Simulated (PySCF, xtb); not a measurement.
C2H6BFO, SMILES CB(F)CO.

Geometry: ωB97X-D3(BJ)/def2-SVP. This is a generated structure with no PubChem entry under its InChIKey; it may be hypothetical. One conformer was computed; it need not be the lowest.

Computed with IEF-PCM-PBE0/def2-SVP (PySCF).

The values are the electrostatic part of the solvation free energy, E(continuum) − E(gas) at the gas-phase geometry, in a cavity of scaled van der Waals radii (PySCF's table); cavitation and dispersion terms are not included. In vacuum the orbital gap is 7.94 eV. The dipole moment in vacuum is 1.59 D.

Computed values in water (ε = 78.36), diethylether (ε = 4.24), cyclohexanone (ε = 15.62):
| solvent | ε | ΔG(elec) (kcal/mol) | dipole (D) | gap (eV) |
|---|---|---|---|---|
| water | 78.36 | -4.8 | 1.91 | 7.89 |
| diethylether | 4.24 | -3.2 | 1.80 | 7.91 |
| cyclohexanone | 15.62 | -4.4 | 1.88 | 7.90 |

For comparison, GFN2-xTB/ALPB(water) (xtb, at the GFN2-xTB geometry, all terms of that model) gives -5.2 kcal/mol.
